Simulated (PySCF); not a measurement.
```xyz
4
charge 0 multiplicity 2, angstrom
Tc    0.0000    0.0000   -0.2112
S     2.0363    0.0000    0.2178
S    -1.0181    1.7635    0.2178
S    -1.0182   -1.7635    0.2178
```

Level of theory: UPBE0/[Tc def2-SVP with ECP28, S def2-SVP], scalar-relativistic core potentials, density fitting, no spin–orbit coupling, PySCF.

This geometry of TcS3 is a stationary point at this level.

(1) What is the point group?

(2) Is it a minimum?

(3) Which band is strongest in the infrared?

(4) Give the ideal-gas entropy at 298.15 K and 1 bar by parts.

(5) What is the atomisation energy, with and without zero-point energy?

Results:

(1) C3v.

(2) Yes: all harmonic wavenumbers are real.

(3) 581 cm⁻¹ (e), 120 km/mol.

(4) translation 174.6, rotation 108.6, vibration 41.2, spin 5.8; total 330.2 J/(mol K).

(5) 1198 kJ/mol without, 1185 kJ/mol with.

Only a few start shapes were tried, so a lower isomer may exist. Open d and f shells are described by one determinant, and the ground state may have another occupation or spin.
